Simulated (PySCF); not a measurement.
Two species compared at the same levels of theory.

First species: C7H7BrOS.
Z-matrix (Å and degrees, PBE0-D3(BJ)/def2-SVP geometry), rows numbered from 1:
```
C 
C   1  1.4906
C   2  1.3788  1  127.65
C   3  1.4166  2  114.01  1  -179.54
C   4  1.4922  3  124.02  2   179.68
C   4  1.3937  3  110.93  2    -0.03
C   6  1.4467  4  124.64  3   179.45
O   7  1.1891  6  127.14  4    -1.60
Br  7  1.9798  6  113.38  4   178.26
S   2  1.7176  1  121.00  3  -179.68
H   1  1.1014  2  111.41  3   116.55
H   1  1.1009  2  111.60  3  -123.38
H   1  1.0983  2  110.04  3    -3.31
H   3  1.0918  2  122.71  1     0.63
H   5  1.0981  4  110.73  3     6.01
H   5  1.1009  4  110.89  3  -114.80
H   5  1.0995  4  111.27  3   127.57
```

Second species: Si(vinyl)3(NEt2), C₁₀H₁₉NSi.
SMILES: `C=C[Si](C=C)(C=C)N(CC)CC`

Levels: B3LYP/def2-SVPD for HOMO energy, LUMO energy, HOMO–LUMO gap and static isotropic polarisability; TDDFT B3LYP/def2-SVPD for lowest singlet excitation; TDA B3LYP/def2-SVPD for lowest triplet excitation (Tamm–Dancoff). Geometries: PBE0-D3(BJ)/def2-SVP. Each species is one conformer at its optimised geometry, gas phase, non-relativistic unless stated; the electronic structure was computed with PySCF and density fitting.

Dipoles, sizes and rotational constants follow the conformer. The torsions of the flexible species, by atom-mapped SMILES:
- `[CH3:1][c:2]1[cH:3][c:4]([CH3:5])[c:6]([C:7](=[O:8])[Br:9])[s:10]1`: C4–C6–C7–O8 -2°

Values for the first species:

| Item | Value |
| --- | --- |
| HOMO energy | -7.04 eV |
| LUMO energy | -2.35 eV |
| HOMO–LUMO gap | 4.69 eV |
| Lowest singlet excitation | 4.24 eV |
| Lowest triplet excitation (Tamm–Dancoff) | 2.94 eV |
| Static isotropic polarisability | 133.8 au |

Task: Estimate the same properties for the second species, and the change in each.

Result: 
```csv
property,first,second,second less first
HOMO energy,-7.04 eV,-5.84 eV,+1.20 eV
LUMO energy,-2.35 eV,-0.86 eV,+1.49 eV
HOMO–LUMO gap,4.69 eV,4.98 eV,+0.29 eV
lowest singlet excitation,4.24 eV,4.13 eV,-0.11 eV
lowest triplet excitation (Tamm–Dancoff),2.94 eV,4.00 eV,+1.06 eV
static isotropic polarisability,133.8 au,156.2 au,+22.4 au
```

On the first: The polarisability is 19.82 Å³ as a volume (1 au = 0.148185 Å³), or 1.24 au for each of the 108 electrons. The principal polarisabilities are 80.1, 146.7 and 174.6 au; their mean is the isotropic value. The calculation is non-relativistic and has no spin–orbit coupling, an omission that weighs most on bromine.

On the second: In wavenumbers S1 is 33300 cm⁻¹ (1 eV = 8065.54 cm⁻¹). S1 lies 0.85 eV below the HOMO–LUMO gap; its leading configuration is HOMO→LUMO, weight 0.99.
